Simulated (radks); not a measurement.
Question: The chlorine ion Cl9+ is in [He] 2s2 2p(1/2: 2, 3/2: 2). All-electron calculation, Dirac Kohn-Sham, PBE, spin-unpolarised, spherical densities, finite nucleus; Fermi nuclear charge, rms radius of each element as measured or else 0.836 A^(1/3) + 0.57 fm. Program: a radial shooting solver on a logarithmic mesh with Libxc functionals. Sub-shells are occupied by j as written (lower j first in brackets). One electron is removed from 2p1/2, 1s1/2, 2p3/2, 2s1/2 in turn, with full relaxation. Which removal costs least, and what does each cost?

Answer: 2p3/2 463.23 eV; 2p1/2 465.37 eV; 2s1/2 515.07 eV; 1s1/2 3148.4 eV. The 2p3/2 electron leaves first.
